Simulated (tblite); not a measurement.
Species: C4H6Cl3 (doublet state).
Structure used (GFN2-xTB), in Å, numbered top down from 1:
```
atom  x, y, z in Å
C1     1.7917    0.1624    0.4245
C2     0.6595   -0.7263    0.1100
C3    -0.4395   -0.3190   -0.7862
C4    -1.6108    0.3291   -0.0200
Cl5   -2.9173    0.7838   -1.1543
Cl6   -1.0808    1.7939    0.8261
Cl7   -2.2833   -0.7978    1.1739
H8     1.8538    0.9895   -0.2784
H9     1.6961    0.5807    1.4333
H10    2.7328   -0.3917    0.4135
H11    0.5494   -1.6391    0.6694
H12   -0.0971    0.4168   -1.5179
H13   -0.8589   -1.1818   -1.3116
```

Computed values, GFN2-xTB/tblite, gas phase, harmonic and unscaled. Errors from tens to a few hundred cm⁻¹ against measured bands are possible. One conformer, not necessarily the lowest. Open shells enter through the occupations alone, without spin polarisation, and single modes of such species can be off by tens of per cent.

Harmonic wavenumbers (cm⁻¹): 48.2, 81.6, 95.8, 158.7, 204.0, 230.4, 270.3, 296.5, 356.0, 428.2, 476.2, 545.8, 627.2, 668.1, 916.0, 935.9, 938.9, 980.7, 1104.8, 1182.3, 1201.2, 1255.7, 1341.9, 1391.2, 1435.7, 1447.4, 1472.8, 2900.5, 2948.6, 2966.9, 2971.8, 3040.0, 3119.8.

A = 1860, B = 1085, C = 997.9 MHz; mass 158.954 u (most abundant isotopes); point group C1, symmetry number 1; spin multiplicity 2.

Problem. What is the zero-point energy?

Solution. ½Σν̃ = 19020 cm⁻¹ = 227.52 kJ/mol.

Problem. What is S at 298.15 K and 1 bar for an ideal gas of classical rigid rotors and harmonic oscillators?

Solution. Translation 172.07, rotation 123.25, vibration 111.36, spin (R ln 2) 5.76: S = 412.4 J/(mol K).

Problem. And Cp and H(298.15 K) − H(0)?

Solution. Cp = 138.96 J/(mol K), of which vibrations give 105.70 (their classical limit is 33 R = 274.4); H(298.15 K) − H(0) = 27.16 kJ/mol without the zero-point energy, 17.25 from vibrations.

Problem. Blend soft modes into free rotors: weight 1/[1 + (100 cm⁻¹/ν̃)⁴] for the oscillator and the rest for a rotor with moment μB/(μ + B), μ = h/(8π²ν), B = 10⁻⁴⁴ kg m². What vibrational entropy results?

Solution. 102.40 J/(mol K) in place of 111.36, which changes −T·S at 298.15 K by +2.67 kJ/mol.

Problem. What must be added to the electronic energy to get the Gibbs energy at 298.15 K and 1 bar?

Solution. ZPE + [H(298.15 K) − H(0)] − T·S = 227.52 + 27.16 − 122.97 = 131.71 kJ/mol.

Problem. How do the functions run with temperature in this model?

Solution. 
```csv
T (K),S (J/(mol K)),Cp (J/(mol K)),H − H(0) (kJ/mol),G − H(0) (kJ/mol),ln q(vib)
150,333.0,95.5,9.67,-40.28,2.84
250,389.1,125.8,20.78,-76.50,5.30
400,456.9,164.1,42.63,-140.13,8.75
600,531.0,201.3,79.43,-239.16,12.93
900,619.8,236.1,145.48,-412.33,18.47
```

q(vib) and H(0) count from the zero-point level.

Problem. Which modes carry the vibrational entropy at 298.15 K?

Solution. 48.2 cm⁻¹: 20.46; 81.6 cm⁻¹: 16.12; 95.8 cm⁻¹: 14.80; 158.7 cm⁻¹: 10.73; 204.0 cm⁻¹: 8.77; 230.4 cm⁻¹: 7.85 J/(mol K); the other 27 give 32.62 together.

Hindered rotation and anharmonicity are outside this model. Other conformers, if any are populated, would add a mixing term that is left out. The structure is chiral; the term R ln 2 for an equal mix with its mirror image is left out.
